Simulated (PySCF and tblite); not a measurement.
Values are calculated unless marked as measured or tabulated.
System: C7H15N, numbered as in [CH3:1][C:2]1([CH3:3])[CH2:4][CH2:5][CH2:6][NH:7][CH2:8]1.

Geometries: GFN2-xTB; energies: PBE0/pcSseg-1 + D3(BJ); zero-point and thermal terms from GFN2-xTB harmonic modes (soft modes blended into free rotors). Rates follow Eyring's equation with the number of equivalent paths and no tunnelling. Run with tblite and PySCF.

(1) How high is the barrier to the pyramidal inversion at N7, through which structure does it pass, and what rate follows at 298 K?

Answers

(1) The electronic barrier is 3.8 kcal/mol and ΔG‡(298 K) 2.5 kcal/mol, over a C1 saddle with an imaginary mode of 689i cm⁻¹ (GFN2-xTB). With 1 equivalent path, k is 9.3×10¹⁰ s⁻¹, a mean lifetime of the start of 11 ps against this motion. The end lies 1.1 kcal/mol below the start in free energy.
